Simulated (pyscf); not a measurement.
# F–Ga(F)–F, singlet

Gas-phase minimum from PySCF at ωB97X-D3(BJ)/def2-SVP, one conformer. 

```
Ga
F 1 1.7295
F 1 1.7295 2 119.85
F 1 1.7297 2 120.04 3 179.98
```

Properties at ωB97X-D3(BJ)/def2-SVP:

```yaml
harmonic_wavenumbers_unscaled: 189, 189, 206, 687, 781, 781 cm⁻¹
zero_point_energy: 4.0 kcal/mol
rotational_symmetry_number: 6
Entropy of this conformer at 298 K and 1 atm, rigid rotor and harmonic oscillator, modes under 100 cm⁻¹ raised to 100: 291.7 J/(mol K)
dipole_moment: 0.01 D
```

Single-point totals, which compare only within one level (frozen core for MP2 and CC):

```
level                   total energy (hartree)
----------------------  ----------------------
ωB97X-D3(BJ)/def2-TZVP             -2224.61099
PBE/def2-TZVP                      -2224.06850
r²SCAN/def2-TZVP                   -2224.51117
B3LYP-D3(BJ)/def2-TZVP             -2224.69154
PBE0-D3(BJ)/def2-TZVP              -2224.10253
M06-2X/def2-TZVP                   -2224.54331
ωB97M-D3(BJ)/def2-TZVP             -2224.71605
HF/def2-TZVPP                      -2221.82932
MP2/def2-TZVPP                     -2222.79941
CCSD/def2-TZVPP                    -2222.78709
CCSD(T)/def2-TZVPP                 -2222.81721
```

The CCSD(T) − MP2 part came from Ansatz, without density fitting, on the same reference. The frozen core leaves the outer d or s,p core shells of the metals and heavy elements correlated in the MP2 and CC values, and def2-TZVPP describes them poorly, so these totals are far from the basis limit. Elements up to Kr have no core potential and no relativistic terms here.
